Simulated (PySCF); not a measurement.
# Nd⁴³⁺: ionisation energy

Nd⁴³⁺ [Ne] 3s2 3p5 (2P) → Nd⁴⁴⁺ [Ne] 3s2 3p4 (3P), as a difference of total energies. Calculation: PySCF 2.14, in an uncontracted even-tempered set (18 s from 8.4 bohr⁻², ratio 2.5; 12 p from 11 bohr⁻², ratio 2.5; 4 d from 48 bohr⁻², ratio 2.7; 4 f from 71 bohr⁻², ratio 2.7); scalar relativity by spin-free X2C-1e. Correlated levels: outer shells: 1s2 frozen; virtual orbitals above 40 to 60 times the deepest correlated orbital energy dropped. The calculations carry no spin-orbit coupling.

| method | ionisation energy (eV) |
| --- | --- |
| UHF | 3504.6 |
| LDA | 3506.7 |
| PBE | 3507.2 |
| PW91 | 3507.9 |
| M06 | 3507.3 |
| MP2 (outer shells) | 3505.7 |
| SCS-MP2 (outer shells) | 3505.6 |

Problem. Estimate what PBE0 gives.

Solution. 3507.1 eV, closest to PBE among the rows shown.

Problem. Estimate what r2SCAN gives.

Solution. 3507.5 eV, closest to M06 among the rows shown.

Spin-orbit coupling is strong in these open shells (close to jj coupling). The scalar numbers leave it out and a first-order estimate fails, so it can dominate the gap to the real levels.

Breit and QED terms and the two-electron picture change are absent.

For comparison: 3465 ± 4 eV (theoretical estimate listed by NIST; NIST Atomic Spectra Database, ionization energies).
